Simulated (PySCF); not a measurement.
**Removing an electron from CdH2**

Species: CdH2 (singlet state).
Z-matrix (Å and degrees, PBE0-D3(BJ)/def2-SVP geometry), rows numbered from 1:
```
Cd
H   1  1.6801
H   1  1.6801  2  179.99
```

Level: CAM-B3LYP/def2-SVPD (PySCF). Frontier orbitals with their largest atomic shares (Löwdin; up to four atoms above 4 %):

```
orbital  ε (eV)                  main atoms
 HOMO−3  -16.28                    Cd1 99 %
 HOMO−2  -16.28                    Cd1 99 %
 HOMO−1  -10.74  Cd1 55 %, H3 23 %, H2 23 %
   HOMO   -9.14                           ?
   LUMO   -0.03    Cd1 86 %, H3 7 %, H2 7 %
 LUMO+1   -0.03    Cd1 86 %, H3 7 %, H2 7 %
 LUMO+2    1.67  Cd1 44 %, H2 28 %, H3 28 %
```

Q: What vertical ionisation energy does ΔSCF give, and how far is −ε(HOMO) from it?

A: ΔSCF: 10.40 eV (1003 kJ/mol; threshold wavelength 119 nm); ⟨S²⟩ of the doublet left behind is 0.792, against 0.75 for a pure doublet. −ε(HOMO) is 9.14 eV, 1.26 eV below it. In exact Kohn–Sham theory the two would be equal; CAM-B3LYP (range-separated hybrid) falls short of its own ΔSCF value by 12 %.

Q: On which atoms does the HOMO lie?

A: Cd1 (cadmium bonded to 2 H) 44 %, H2 (hydrogen on cadmium) 28 %, H3 (hydrogen on cadmium) 28 %. The HOMO−1 lies 1.60 eV lower.

Q: And the vertical electron affinity, the fundamental gap, Mulliken's electronegativity and the hardness (with the factor ½)?

A: EA = -0.75 eV by ΔSCF (−ε(LUMO) = 0.03 eV); a negative value means that the added electron isn't bound at this geometry and level, and the number then depends on the basis. IE − EA = 11.15 eV against an orbital gap of 9.11 eV; (IE + EA)/2 = 4.83 eV; (IE − EA)/2 = 5.58 eV. Parr's electrophilicity index (IE + EA)²/[8(IE − EA)] is 1.04 eV.

Q: How many of the 10 lowest singlet excitations (vertical TDDFT, same level) lie below the ionisation energy?

A: 8; they run from 5.73 to 11.29 eV.

Q: Shift the occupied levels rigidly so that −ε(HOMO) equals the ΔSCF value. What binding energies result?

A: The shift is +1.26 eV: HOMO 10.40, HOMO−1 12.00, HOMO−2 17.54, HOMO−3 17.54 eV. A rigid shift is only a rough guide to the deeper ionisations.

Geometry: PBE0-D3(BJ)/def2-SVP; no solvent, vibrations or thermal averaging. Atoms past krypton carry effective core potentials; spin–orbit coupling is left out.
